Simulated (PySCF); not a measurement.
germanium monoxide (GeO), SMILES [O]=[Ge] (connectivity only; charge and spin as stated), neutral, multiplicity 1.

Geometry optimised at B3LYP-D3(BJ)/def2-TZVPD.

These are TDDFT-M06-2X/def2-TZVPD (PySCF) values and carry that method's errors.

Vertical excitations; the highest root listed may be one member of a degenerate set.  State labels are in the subgroup C2v.

```json
[
 {"state": "S1", "symmetry": "A2", "energy (eV)": "4.54", "λ (nm)": "273", "f": "0.000", "main pairs": "HOMO−1→LUMO 49 %, HOMO−2→LUMO+1 49 %"},
 {"state": "S2", "symmetry": "B1", "energy (eV)": "4.81", "λ (nm)": "258", "f": "0.051", "main pairs": "HOMO→LUMO (degenerate set)"},
 {"state": "S3", "symmetry": "B2", "energy (eV)": "4.81", "λ (nm)": "258", "f": "0.051", "main pairs": "HOMO→LUMO+1 (degenerate set)"},
 {"state": "S4", "symmetry": "A2", "energy (eV)": "4.99", "λ (nm)": "248", "f": "0.000", "main pairs": "HOMO−2→LUMO+1, HOMO−1→LUMO (degenerate set)"},
 {"state": "S5", "symmetry": "A1", "energy (eV)": "4.99", "λ (nm)": "248", "f": "0.000", "main pairs": "HOMO−2→LUMO, HOMO−1→LUMO+1 (degenerate set)"},
 {"state": "S6", "symmetry": "A1", "energy (eV)": "6.95", "λ (nm)": "179", "f": "0.027", "main pairs": "HOMO−1→LUMO+1 37 %, HOMO−2→LUMO 37 %, HOMO→LUMO+3 20 %"},
 {"state": "S7", "symmetry": "B2", "energy (eV)": "8.08", "λ (nm)": "153", "f": "0.048", "main pairs": "HOMO−1→LUMO+3, HOMO−1→LUMO+2 (degenerate set)"},
 {"state": "S8", "symmetry": "B1", "energy (eV)": "8.08", "λ (nm)": "153", "f": "0.048", "main pairs": "HOMO−2→LUMO+3, HOMO−2→LUMO+2 (degenerate set)"},
 {"state": "S9", "symmetry": "A1", "energy (eV)": "8.42", "λ (nm)": "147", "f": "0.040", "main pairs": "HOMO→LUMO+2 94 %"},
 {"state": "S10", "symmetry": "A1", "energy (eV)": "8.83", "λ (nm)": "140", "f": "0.827", "main pairs": "HOMO→LUMO+3 75 %"},
 {"state": "T1", "symmetry": "B2", "energy (eV)": "3.70", "λ (nm)": "335", "f": "0", "main pairs": "HOMO→LUMO+1 (degenerate set)"},
 {"state": "T2", "symmetry": "B1", "energy (eV)": "3.70", "λ (nm)": "335", "f": "0", "main pairs": "HOMO→LUMO (degenerate set)"},
 {"state": "T3", "symmetry": "A1", "energy (eV)": "3.91", "λ (nm)": "317", "f": "0", "main pairs": "HOMO−2→LUMO 47 %, HOMO−1→LUMO+1 47 %"},
 {"state": "T4", "symmetry": "A2", "energy (eV)": "4.33", "λ (nm)": "286", "f": "0", "main pairs": "HOMO−1→LUMO 48 %, HOMO−2→LUMO+1 48 %"}
]
```
Triplets are in the Tamm–Dancoff approximation, which puts them higher than full response would, so one can lie above its singlet here.
